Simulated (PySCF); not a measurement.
BClH5NO2Si, SMILES N([SiH2]Cl)B(O)O.

Coordinates come from a ωB97X-D3(BJ)/def2-SVP optimisation. The structure was generated by enumeration, and PubChem lists no compound with its InChIKey, so it may never have been made. Other conformers were not sampled.

Two levels are set side by side: PBE/def2-TZVP (PySCF) and B3LYP/def2-TZVP (PySCF). Same geometry, gas phase. Differences are taken from unrounded values.

```
quantity                       PBE
---------------------------  -----
orbital gap (eV)              5.57
highest occupied level (eV)  -6.43
lowest empty level (eV)      -0.87
dipole moment (D)             3.80
mean polarisability (bohr³)   66.4
```

Q: These are the PBE values. What does B3LYP give? (Estimate from the structure and the level; the computed values follow.)

A: 
```json
[
 {"quantity": "orbital gap (eV)", "B3LYP": "7.22", "PBE minus B3LYP": "-1.65"},
 {"quantity": "highest occupied level (eV)", "B3LYP": "-7.60", "PBE minus B3LYP": "1.17"},
 {"quantity": "lowest empty level (eV)", "B3LYP": "-0.38", "PBE minus B3LYP": "-0.48"},
 {"quantity": "dipole moment (D)", "B3LYP": "3.90", "PBE minus B3LYP": "-0.09"},
 {"quantity": "mean polarisability (bohr³)", "B3LYP": "63.7", "PBE minus B3LYP": "2.7"}
]
```

Without exact exchange PBE keeps part of each electron's self-repulsion, which lifts occupied levels and narrows the gap. Loosely held outer electrons make PBE densities more polarisable. Differences between two approximate levels are no errors against the true value.

Rough cost on one machine, each run with all the roots and properties that it gave: B3LYP against PBE within a factor of 2.
